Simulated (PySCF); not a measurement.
C₃H₁₃NSi₂, SMILES CNC(C)([SiH3])[SiH3]. Coordinates come from a PBE-D3(BJ)/def2-SVP optimisation. This is a generated structure with no PubChem entry under its InChIKey; it may be hypothetical. One conformer was computed; it need not be the lowest.

Q: Give the equilibrium geometry at PBE-D3(BJ)/def2-SVP (PySCF confirms it by a frequency run) as bond lengths and angles. (An estimate is asked for; the answer gives what the named calculation found.)

A: This is not unique; one that fits is 
Atoms: C1 N2 C3 C4 Si5 Si6 H7 H8 H9 H10 H11 H12 H13 H14 H15 H16 H17 H18 H19. Bond lengths (Å): C1–N2 1.455, C1–H7 1.120, C1–H8 1.109, C1–H9 1.111, N2–C3 1.471, N2–H10 1.028, C3–C4 1.548, C3–Si5 1.922, C3–Si6 1.918, C4–H11 1.111, C4–H12 1.113, C4–H13 1.110, Si5–H14 1.503, Si5–H15 1.506, Si5–H16 1.508, Si6–H17 1.507, Si6–H18 1.503, Si6–H19 1.510. Bond angles (°): N2–C1–H7 115.5, N2–C1–H8 109.3, N2–C1–H9 110.3, H7–C1–H8 107.6, H7–C1–H9 107.1, H8–C1–H9 106.7, C1–N2–C3 117.7, C1–N2–H10 109.9, C3–N2–H10 109.4, N2–C3–C4 115.2, N2–C3–Si5 111.0, N2–C3–Si6 103.5, C4–C3–Si5 109.6, C4–C3–Si6 111.4, Si5–C3–Si6 105.6, C3–C4–H11 111.6, C3–C4–H12 110.9, C3–C4–H13 112.1, H11–C4–H12 107.5, H11–C4–H13 107.2, H12–C4–H13 107.3, C3–Si5–H14 111.1, C3–Si5–H15 108.3, C3–Si5–H16 111.4, H14–Si5–H15 109.3, H14–Si5–H16 109.2, H15–Si5–H16 107.5, C3–Si6–H17 111.6, C3–Si6–H18 111.1, C3–Si6–H19 107.4, H17–Si6–H18 109.2, H17–Si6–H19 108.3, H18–Si6–H19 109.2.
